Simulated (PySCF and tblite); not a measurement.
The numbers below are computed, except where a source is named.
C5H4O3, numbered as in [O:1]=[C:2]([OH:3])[c:4]1[cH:5][cH:6][o:7][cH:8]1.

First level. Free energies: PBE0-D3(BJ)/def2-TZVP (IEF-PCM, chloroform) on PBE0-D3(BJ)/def2-SVP structures plus GFN2-xTB thermal terms, symmetry and mirror images included. Conformers within 3 kcal/mol (GFN2-xTB free energy) were kept, 8 at most. GIAO shieldings: WP04/pcSseg-1 (IEF-PCM, chloroform). Shifts are against TMS (¹H), TMS (¹³C) at the same level. Programs: PySCF with density fitting and tblite.

It gives, at 298.15 K, with 2 conformers (largest weight 61 %): ¹H: 8.02 (H8, 1H), 7.41 (H6, 1H), 6.92 (H5, 1H) ppm. ¹³C: 168.9 (C2), 156.5 (C8), 150.4 (C6), 124.5 (C4), 119.1 (C5) ppm.

Second level: PBE0-D3(BJ)/def2-SVP geometries, energies PBE0-D3(BJ)/pcSseg-1 (IEF-PCM, acetonitrile), shieldings PBE0/pcSseg-1 (IEF-PCM, acetonitrile), on up to 4 of the same conformers.

(1) How do the averaged shifts change?

H on N, O and S are left out: they exchange, and hydrogen bonds move them by several ppm. Shifts are unscaled: against experiment ¹³C can be off by 15 ppm or more and ¹H by 0.8 ppm.

Results:

(1) 
```
signal  first  second  change (ppm)
    H5   6.92    7.16          0.23
    H6   7.41    7.69          0.29
    H8   8.02    8.29          0.28
    C2  168.9   168.7          -0.2
    C4  124.5   122.8          -1.7
    C5  119.1   117.6          -1.5
    C6  150.4   150.4           0.0
    C8  156.5   156.2          -0.3
```

The largest weight becomes 59 %.
